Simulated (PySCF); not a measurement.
PySCF input (M06-2X/6-31G* (5d)):

```python
from pyscf import gto, dft

mol = gto.M(
    atom='''
    N    -0.00019200    0.02806200   -0.31965000
    O     1.09765700   -0.02347800    0.13820500
    O    -1.09748900   -0.00107600    0.14148900
    ''',
    basis='6-31g*',
    charge=0,
    spin=1,
    verbose=4,
)

mf = dft.UKS(mol, xc='m062x')
mf.grids.level = 4
mf.conv_tol = 1e-9
mf.max_cycle = 100
mf.max_memory = 1500
mf.kernel()
if not mf.converged:
    mf = mf.newton()
    mf.kernel(mf.make_rdm1())
mo, _, stable, _ = mf.stability(return_status=True)
if not stable:
    mf.kernel(mf.make_rdm1(mo, mf.mo_occ))
    stable = mf.stability(return_status=True)[2]
mf.dip_moment()
```

Output:

```
PySCF version 2.14.0

[INPUT] verbose = 4
[INPUT] num. atoms = 3
[INPUT] num. electrons = 23
[INPUT] charge = 0
[INPUT] spin (= nelec alpha-beta = 2S) = 1
[INPUT] symmetry False subgroup None
[INPUT] Mole.unit = angstrom
[INPUT] Symbol           X                Y                Z      unit          X                Y                Z       unit  Magmom
[INPUT]  1 N     -0.000192000000   0.028062000000  -0.319650000000 AA   -0.000362827416   0.053029494508  -0.604050955717 Bohr   0.0
[INPUT]  2 O      1.097657000000  -0.023478000000   0.138205000000 AA    2.074271108712  -0.044366989953   0.261169599046 Bohr   0.0
[INPUT]  3 O     -1.097489000000  -0.001076000000   0.141489000000 AA   -2.073953634723  -0.002033345310   0.267375459639 Bohr   0.0

nuclear repulsion = 65.2067349018092
number of shells = 18
number of NR pGTOs = 81
number of NR cGTOs = 42
basis = 6-31g*
ecp = {}

******** <class 'pyscf.dft.uks.UKS'> ********
method = UKS
initial guess = minao
damping factor = 0
level_shift factor = 0
DIIS = <class 'pyscf.scf.diis.CDIIS'>
diis_start_cycle = 1
diis_space = 8
diis_damp = 0
SCF conv_tol = 1e-09
SCF conv_tol_grad = None
SCF max_cycles = 100
direct_scf = True
direct_scf_tol = 1e-13
number electrons alpha = 12  beta = 11
XC library pyscf.dft.libxc version 7.1.2
    S. Lehtola, C. Steigemann, M. J. T. Oliveira, and M. A. L. Marques,  SoftwareX 7, 1–5 (2018)
XC functionals = m062x
    Y. Zhao and D. G. Truhlar,  Theor. Chem. Acc. 120, 215 (2008)
    Y. Zhao and D. G. Truhlar,  Theor. Chem. Acc. 120, 215 (2008)
radial grids:
    Treutler-Ahlrichs [JCP 102, 346 (1995); DOI:10.1063/1.469408] (M4) radial grids

becke partition: Becke, JCP 88, 2547 (1988); DOI:10.1063/1.454033
pruning grids: <function nwchem_prune>
grids dens level: 4
symmetrized grids: False
atomic radii adjust function: <function treutler_atomic_radii_adjust>
small_rho_cutoff = 0
Set gradient conv threshold to 3.16228e-05
tot grids = 84400
init E= -205.57305425342
  alpha nocc = 12  HOMO = -0.188046594249473  LUMO = -0.0559267711366238
  beta  nocc = 11  HOMO = -0.403676965923508  LUMO = -0.188046594249474

WARN: HOMO -0.188046594249473 >= LUMO -0.188046594249474

cycle= 1 E= -204.80486225447  delta_E= 0.768  |g|= 0.679  |ddm|= 1.71
  alpha nocc = 12  HOMO = -0.366476574520413  LUMO = -0.0857606409362317
  beta  nocc = 11  HOMO = -0.374789755217865  LUMO = -0.150467773364976
  HOMO = -0.36647657452  LUMO = -0.150467773365  gap/eV = 5.87790
cycle= 2 E= -204.595022483093  delta_E= 0.21  |g|= 1.06  |ddm|= 0.935
  alpha nocc = 12  HOMO = -0.358247673928428  LUMO = -0.0234096773709003
  beta  nocc = 11  HOMO = -0.418563395491269  LUMO = -0.102329523599417
  HOMO = -0.358247673928  LUMO = -0.102329523599  gap/eV = 6.96389
cycle= 3 E= -204.980405318635  delta_E= -0.385  |g|= 0.0285  |ddm|= 0.565
  alpha nocc = 12  HOMO = -0.352797901455435  LUMO = -0.00686008463692289
  beta  nocc = 11  HOMO = -0.406339488388634  LUMO = -0.0872372347940198
  HOMO = -0.352797901455  LUMO = -0.087237234794  gap/eV = 7.22627
cycle= 4 E= -204.980811599394  delta_E= -0.000406  |g|= 0.0108  |ddm|= 0.0348
  alpha nocc = 12  HOMO = -0.356810160784274  LUMO = -0.00918637138214828
  beta  nocc = 11  HOMO = -0.409446368714927  LUMO = -0.0888351806252334
  HOMO = -0.356810160784  LUMO = -0.0888351806252  gap/eV = 7.29197
cycle= 5 E= -204.98086839232  delta_E= -5.68e-05  |g|= 0.00243  |ddm|= 0.0146
  alpha nocc = 12  HOMO = -0.356324188816613  LUMO = -0.00827343541781511
  beta  nocc = 11  HOMO = -0.408308150628161  LUMO = -0.0877818870775937
  HOMO = -0.356324188817  LUMO = -0.0877818870776  gap/eV = 7.30741
cycle= 6 E= -204.980873447123  delta_E= -5.05e-06  |g|= 0.000586  |ddm|= 0.00498
  alpha nocc = 12  HOMO = -0.356581742392518  LUMO = -0.00846873579191909
  beta  nocc = 11  HOMO = -0.408300899716282  LUMO = -0.0879643286056377
  HOMO = -0.356581742393  LUMO = -0.0879643286056  gap/eV = 7.30945
cycle= 7 E= -204.980873827499  delta_E= -3.8e-07  |g|= 0.00014  |ddm|= 0.00162
  alpha nocc = 12  HOMO = -0.356547219118418  LUMO = -0.00843535264374307
  beta  nocc = 11  HOMO = -0.408259713492395  LUMO = -0.0879244964250425
  HOMO = -0.356547219118  LUMO = -0.087924496425  gap/eV = 7.30960
cycle= 8 E= -204.980873844933  delta_E= -1.74e-08  |g|= 6.02e-05  |ddm|= 0.000205
  alpha nocc = 12  HOMO = -0.356545064533442  LUMO = -0.00843289588747531
  beta  nocc = 11  HOMO = -0.408252241551073  LUMO = -0.0879233827352044
  HOMO = -0.356545064533  LUMO = -0.0879233827352  gap/eV = 7.30957
cycle= 9 E= -204.980873845667  delta_E= -7.34e-10  |g|= 6.68e-05  |ddm|= 8.89e-05
  alpha nocc = 12  HOMO = -0.356545128631068  LUMO = -0.00843359566665258
  beta  nocc = 11  HOMO = -0.408249362274819  LUMO = -0.0879246727262393
  HOMO = -0.356545128631  LUMO = -0.0879246727262  gap/eV = 7.30953
cycle= 10 E= -204.980873847551  delta_E= -1.88e-09  |g|= 5.91e-06  |ddm|= 4.93e-05
  alpha nocc = 12  HOMO = -0.356544824188376  LUMO = -0.00843454056960669
  beta  nocc = 11  HOMO = -0.408248356080204  LUMO = -0.08792531012302
  HOMO = -0.356544824188  LUMO = -0.087925310123  gap/eV = 7.30951
cycle= 11 E= -204.980873847599  delta_E= -4.82e-11  |g|= 2.7e-06  |ddm|= 1.24e-05
  alpha nocc = 12  HOMO = -0.356544583404353  LUMO = -0.00843427364232818
  beta  nocc = 11  HOMO = -0.408248284029593  LUMO = -0.0879250194862857
  HOMO = -0.356544583404  LUMO = -0.0879250194863  gap/eV = 7.30951
Extra cycle  E= -204.980873847601  delta_E= -2.22e-12  |g|= 3.05e-06  |ddm|= 4.41e-06
converged SCF energy = -204.980873847601  <S^2> = 0.75460653  2S+1 = 2.0046012
uhf_internal: lowest eigs of H = [0.164734   0.21144726 0.21609452]
<class 'pyscf.dft.uks.UKS'> wavefunction is stable in the internal stability analysis
Dipole moment(X, Y, Z, Debye): -0.00025,  0.03400, -0.38736
```

The geometry given is a B3LYP-D3(BJ)/def2-TZVP minimum.
